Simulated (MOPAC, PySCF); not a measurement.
C2H4Si, SMILES `C1=[SiH]C1`, neutral singlet in the gas phase. 

Cartesian coordinates (Å):
SMILES: [SiH]1CC=1
```xyz
7

C     -0.0576     0.9636    -0.0933
Si     1.1528    -0.1595    -0.1065
C     -0.6441    -0.4951     0.1090
H     -0.5736     1.9081    -0.1332
H      2.5618    -0.5732    -0.2125
H     -1.0672    -0.7293     1.0866
H     -1.2496    -0.9034    -0.7011
```
Charge 0, spin multiplicity 1.

All levels are single points at this geometry (ωB97X-D3(BJ)/def2-TZVP); Pople sets use spherical d functions. Orbital energies aren't observables, and empty levels follow the basis.

PBE-D3(BJ)/def2-TZVP in PySCF gives gap (eV) = 3.05.

### Question
Estimate the gap (eV) from each of these levels: ωB97X-D3(BJ)/def2-TZVP in PySCF; B3LYP/3-21G in PySCF; B3LYP/6-31G* in PySCF; B3LYP/LANL2DZ in PySCF; PBE/6-31G* in PySCF; HF/3-21G in PySCF; PM3 in MOPAC; PM6 in MOPAC.

### Answer

```tsv
level	gap (eV)
ωB97X-D3(BJ)/def2-TZVP in PySCF	9.07
B3LYP/3-21G in PySCF	4.95
B3LYP/6-31G* in PySCF	4.72
B3LYP/LANL2DZ in PySCF	4.75
PBE/6-31G* in PySCF	3.27
HF/3-21G in PySCF	10.57
PM3 in MOPAC	7.74
PM6 in MOPAC	7.12
```
